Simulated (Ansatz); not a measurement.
Species: C₇H₈OS₂Si, SMILES `COc1cc2scc([SiH3])c2s1` (C–O–C–S torsion 0°) (charge 0, multiplicity 1).

Give a relaxed geometry from PBE0-D3(BJ)/def2-SVP (Ansatz, a first-principles code).

One answer among several that fit: the end point of this relaxation, one of several conformers (outside a Z-matrix the atoms follow the SMILES, hydrogens last).
Z-matrix (Å, degrees):
```
C
C 1 1.3909
C 2 1.4219 1 114.81
C 3 1.3712 2 110.40 1 0.00
O 4 1.3337 3 124.68 2 180.00
H 3 1.0883 4 122.74 5 0.00
C 5 1.4045 4 118.29 3 180.00
H 7 1.0967 5 106.91 4 180.00
H 7 1.1044 8 109.17 5 120.46
H 7 1.1044 8 109.17 9 119.07
C 1 1.4281 2 115.12 3 180.00
C 11 1.3764 1 109.34 2 0.00
H 12 1.0899 11 127.20 1 180.00
S 2 1.7267 1 110.21 11 0.00
S 1 1.7343 2 110.89 3 0.00
Si 11 1.8668 12 123.56 13 0.00
H 16 1.4925 11 108.59 12 0.00
H 16 1.4951 17 109.51 11 -121.03
H 16 1.4951 17 109.51 18 -117.94
```
